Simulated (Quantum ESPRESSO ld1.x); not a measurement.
Values are calculated unless marked as measured or tabulated.
Charge is removed step by step from the 2s1/2 level of neutral carbon, starting from [He] 2s2 2p2. Level of theory: Dirac Kohn-Sham, LDA (Slater exchange, Perdew-Zunger correlation), spin-unpolarised, spherical densities, point nucleus; open shells are shared between the two j in proportion to 2j + 1 (ld1.x of Quantum ESPRESSO 7.5).

[
 {"removed (e)": "0", "E - E(0) (eV)": "0.000", "eigenvalue (eV)": "-13.644", "E minus straight line (eV)": "0.000"},
 {"removed (e)": "0.1", "E - E(0) (eV)": "1.419", "eigenvalue (eV)": "-14.740", "E minus straight line (eV)": "-0.529"},
 {"removed (e)": "0.2", "E - E(0) (eV)": "2.949", "eigenvalue (eV)": "-15.864", "E minus straight line (eV)": "-0.948"},
 {"removed (e)": "0.3", "E - E(0) (eV)": "4.593", "eigenvalue (eV)": "-17.015", "E minus straight line (eV)": "-1.252"},
 {"removed (e)": "0.4", "E - E(0) (eV)": "6.353", "eigenvalue (eV)": "-18.190", "E minus straight line (eV)": "-1.440"},
 {"removed (e)": "0.5", "E - E(0) (eV)": "8.231", "eigenvalue (eV)": "-19.389", "E minus straight line (eV)": "-1.510"},
 {"removed (e)": "0.6", "E - E(0) (eV)": "10.231", "eigenvalue (eV)": "-20.610", "E minus straight line (eV)": "-1.458"},
 {"removed (e)": "0.7", "E - E(0) (eV)": "12.354", "eigenvalue (eV)": "-21.852", "E minus straight line (eV)": "-1.283"},
 {"removed (e)": "0.8", "E - E(0) (eV)": "14.602", "eigenvalue (eV)": "-23.114", "E minus straight line (eV)": "-0.983"},
 {"removed (e)": "0.9", "E - E(0) (eV)": "16.978", "eigenvalue (eV)": "-24.396", "E minus straight line (eV)": "-0.556"},
 {"removed (e)": "1", "E - E(0) (eV)": "19.482", "eigenvalue (eV)": "-25.697", "E minus straight line (eV)": "0.000"}
]

Removing the whole electron costs 19.482 eV by Delta-SCF, against 13.644 eV from minus the eigenvalue at the starting occupation. Slater's transition state (half an electron removed) gives 19.389 eV. Integrating minus the eigenvalue over the occupation (Janak's theorem) gives 19.482 eV. The mean slope of the eigenvalue, de/dn, is 12.1 eV per electron.
